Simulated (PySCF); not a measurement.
## Electric field gradients and quadrupole coupling constants

Species: C8H12ClF.
SMILES with atom numbers: `[F:1][C@@H:2]1[CH2:3][CH2:4][CH2:5][C@@H:6](/[CH:7]=[CH:8]/[Cl:9])[CH2:10]1` (hydrogens: H11 on C2; H12, H13 on C3; H14, H15 on C4; H16, H17 on C5; H18 on C6; H19 on C7; H20 on C8; H21, H22 on C10)

Cartesian coordinates in Å at the GFN2-xTB level; atoms count from 1:
```xyz
22
C8H12ClF angstrom
F     -1.4744    1.0121    1.8220
C     -1.4923    1.1602    0.4443
C     -2.2265   -0.0241   -0.1754
C     -1.4417   -1.3170    0.0315
C     -0.0308   -1.1870   -0.5327
C      0.7089   -0.0366    0.1590
C      2.1022    0.0909   -0.3741
C      3.1817    0.0195    0.3832
Cl     4.7772    0.1683   -0.2491
C     -0.0576    1.2742   -0.0610
H     -2.0391    2.0956    0.2617
H     -2.3542    0.1749   -1.2407
H     -3.2150   -0.1095    0.2791
H     -1.9645   -2.1440   -0.4515
H     -1.3849   -1.5307    1.1004
H      0.5197   -2.1166   -0.3789
H     -0.0784   -0.9956   -1.6073
H      0.7483   -0.2357    1.2340
H      2.1930    0.2511   -1.4394
H      3.1563   -0.1352    1.4507
H     -0.0838    1.5187   -1.1241
H      0.4456    2.0861    0.4675
```

Field gradients from the PBE0/pcSseg-1 density (PySCF, non-relativistic), principal values in atomic units, ordered |Vxx| ≤ |Vyy| ≤ |Vzz|:

```csv
atom,Vxx,Vyy,Vzz
Cl9,-1.7020,-2.1013,3.8032
```

Task: Find the asymmetry η = (Vxx − Vyy)/Vzz and the couplings χ = eQV/h (234.96 MHz × Q in barn × V in au), with Q(35Cl) = −0.0817 b.

Result: 
```
atom     environment  nucleus     η  χzz (MHz)  χxx (MHz)  χyy (MHz)
 Cl9  vinyl chlorine     35Cl  0.10     -73.01      32.67      40.34
```

Task: What is Vzz at Cl9 in SI units (1 au = 9.71736 × 10²¹ V/m²)?

Result: 3.8032 au = 36.957 × 10²¹ V/m².

Task: And the gradient at the other heavy atoms, for which no coupling is worked out here?

Result: 
| atom | environment | Vzz (au) | η |
| --- | --- | --- | --- |
| F1 | alkyl fluorine | 2.960 | 0.00 |
| C2 | sp3 C–F carbon | 0.547 | 0.06 |
| C3 | ring CH2 carbon | -0.045 | 0.65 |
| C4 | ring CH2 carbon | -0.057 | 0.75 |
| C5 | ring CH2 carbon | -0.051 | 0.78 |
| C6 | allylic carbon | -0.063 | 0.68 |
| C7 | alkene CH carbon | 0.283 | 0.37 |
| C8 | vinylic C–Cl carbon | -0.372 | 0.75 |
| C10 | ring CH2 carbon | -0.053 | 0.50 |

Task: What couplings would deuterons (Q(2H) = 0.00286 b) have in place of the hydrogens, at this geometry?

Result: 
```
atom  bonded to  bond length (Å)  Vzz (au)     η  χzz (kHz)
 H11         C2            1.099    0.2817  0.07        189
 H12         C3            1.091    0.3047  0.02        205
 H13         C3            1.091    0.3045  0.02        205
 H14         C4            1.091    0.3068  0.02        206
 H15         C4            1.091    0.3016  0.02        203
 H16         C5            1.091    0.3046  0.01        205
 H17         C5            1.093    0.3027  0.02        203
 H18         C6            1.094    0.2939  0.03        198
 H19         C7            1.081    0.3242  0.06        218
 H20         C8            1.079    0.3262  0.10        219
 H21        C10            1.091    0.3043  0.03        204
 H22        C10            1.092    0.3022  0.02        203
```

Isolated species at its GFN2-xTB geometry (one conformer only). GFN2-xTB bond lengths can be off by several hundredths of an ångström, more for odd bonds, and the gradients follow them. The small basis limits the accuracy of the gradients.

These values come from a run that also computed NMR shieldings. The run took 3.7 min wall, 2.6 min CPU on one thread, Intel Xeon at 2.50 GHz (x86_64), shared host with 64 logical CPUs at a one-minute load of 58, and the process peaked at 1.1 GiB of memory.
